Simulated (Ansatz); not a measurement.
A run for Ansatz (an electronic-structure program): R-wB97X-V/def2-TZVPPD on H9PSi2 (a complex), monomers drawn apart or pushed together. Files ending in .json are basis or fitting sets from the Basis Set Exchange.

Ansatz 0.2 input:
```yaml
crystal:
  periodic: [false, false, false]
  atoms:
    - {symbol: P, position_ang: [-0.36015277, 0.22824267, -0.07538392]}
    - {symbol: H, position_ang: [0.78130393, -0.17925121, 0.66057054]}
    - {symbol: H, position_ang: [0.36734412, 1.17819255, -0.83874835]}
    - {symbol: H, position_ang: [-0.74946775, 1.18355776, 0.89774846]}
    - {symbol: Si, position_ang: [0.76331002, 0.69382292, 5.33109616]}
    - {symbol: Si, position_ang: [-0.72200948, -1.11951705, 5.26916270]}
    - {symbol: H, position_ang: [0.10949890, 1.91870343, 4.81105613]}
    - {symbol: H, position_ang: [1.96462165, 0.41103950, 4.50979523]}
    - {symbol: H, position_ang: [1.19266163, 0.94301874, 6.72926726]}
    - {symbol: H, position_ang: [-1.90679097, -0.83491190, 6.11481840]}
    - {symbol: H, position_ang: [-0.05496717, -2.34114212, 5.78157078]}
    - {symbol: H, position_ang: [-1.18259614, -1.37919258, 3.88405725]}
basis:
  gaussian:
    orbitals: def2-TZVPPD.json
hamiltonian:
  xc: {name: wB97X-V}
scf: {lower_state_search: off}
```

### Question
What total energy does the run end on?

### Answer
-925.5974 hartree.

### Question
How many basis functions does it have, and what does it roughly cost on one machine?

### Answer
297 functions; roughly 23 core-seconds.
